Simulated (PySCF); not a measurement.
Mapped SMILES: `[NH3+:1][BH2-:2][C:3]#[C:4][C:5](=[O:6])[OH:7]`. Hydrogens are named by the atom that carries them.

Geometry: PBE0-D3(BJ)/def2-SVP; GIAO shifts from PySCF 2.14, gas phase, non-relativistic, averaged over equivalent atoms.

At PBE/pcSseg-1 (149 basis functions, 20 s wall time on 1 thread of an Arm Neoverse V1, shared host):
| atoms | δ (ppm) |
| --- | --- |
| N1 | 51.3 |
| B2 | -28.6 |
| C5 | 151.9 |
| C3 | 114.2 |
| C4 | 98.3 |
| O6 | 429.4 |
| O7 | 227.9 |
| H(O7) | 5.33 |
| H(B2) | 2.69 |
| H(N1) | 2.61 |

Scale: 15N (σ = 265.06 ppm) vs NH3; 11B (σ = 94.77 ppm) vs BF3·OEt2; 13C (σ = 180.03 ppm) and 1H (σ = 31.20 ppm) against TMS; 17O (σ = 334.63 ppm) vs H2O (reference shieldings calculated alike).

Problem. Estimate the result of repeating the calculation with CAM-B3LYP/pcSseg-1.

Solution. 
```tsv
atoms	δ at CAM-B3LYP/pcSseg-1	change
N1	48.8	-2.5
B2	-26.1	+2.5
C5	161.2	+9.3
C3	116.5	+2.3
C4	98.3	+0.0
O6	441.6	+12.2
O7	217.8	-10.1
H(O7)	5.60	+0.27
H(B2)	2.50	-0.19
H(N1)	2.69	+0.08
```

Shifts are taken against calculated references (same method and geometry level): 15N (267.29 ppm) vs NH3; 11B (99.35 ppm) against BF3·OEt2; 13C (182.45 ppm), 1H (31.33 ppm) against TMS; 17O (338.55 ppm) vs H2O.

The largest change is at O6 (carbonyl oxygen). Cost: 149 basis functions, 18 s wall time on 1 thread of an Arm Neoverse V1, shared host. The order of the carbon signals is the same at both levels.

A carbon bonded to boron is broadened by the quadrupolar boron nucleus and is often missing from a measured spectrum. Hydrogen bonding in solution deshields acid and N–H amide carbonyl carbons by as much as 10 ppm beyond these values. Unscaled 17O shifts of doubly bonded oxygen tend to come out too high, by tens of ppm or more. Experimental scales use liquid or dissolved standards, which lie at an offset from isolated NH3 (liquid NH3: subtract about 20 ppm) and H2O (liquid H2O: subtract about 36 ppm).
